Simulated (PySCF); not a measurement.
s-indacene (C₁₂H₈), SMILES C1=Cc2cc3c(cc2=C1)C=CC=3.

Geometry optimised at PBE-D3(BJ)/def2-SVP.

Method: CAM-B3LYP/def2-SVP (PySCF).

Symmetry labels are those of the subgroup D2h that the program uses (full group D2h).

**Question.** List the valence orbital energies around the gap with their symmetry. (The exact figures need the calculation; the answer reports its results.)

**Answer.** 
```json
[
 {"orbital": "HOMO−7", "symmetry": "B3g", "energy (eV)": "-11.86"},
 {"orbital": "HOMO−6", "symmetry": "B2g", "energy (eV)": "-11.58"},
 {"orbital": "HOMO−5", "symmetry": "B1u", "energy (eV)": "-11.53"},
 {"orbital": "HOMO−4", "symmetry": "Ag", "energy (eV)": "-10.63"},
 {"orbital": "HOMO−3", "symmetry": "B1g", "energy (eV)": "-9.47"},
 {"orbital": "HOMO−2", "symmetry": "B3u", "energy (eV)": "-9.08"},
 {"orbital": "HOMO−1", "symmetry": "Au", "energy (eV)": "-6.76"},
 {"orbital": "HOMO", "symmetry": "B2g", "energy (eV)": "-6.62"},
 {"orbital": "LUMO", "symmetry": "B1g", "energy (eV)": "-2.44"},
 {"orbital": "LUMO+1", "symmetry": "B3u", "energy (eV)": "0.53"},
 {"orbital": "LUMO+2", "symmetry": "Au", "energy (eV)": "3.15"},
 {"orbital": "LUMO+3", "symmetry": "Ag", "energy (eV)": "3.34"}
]
```
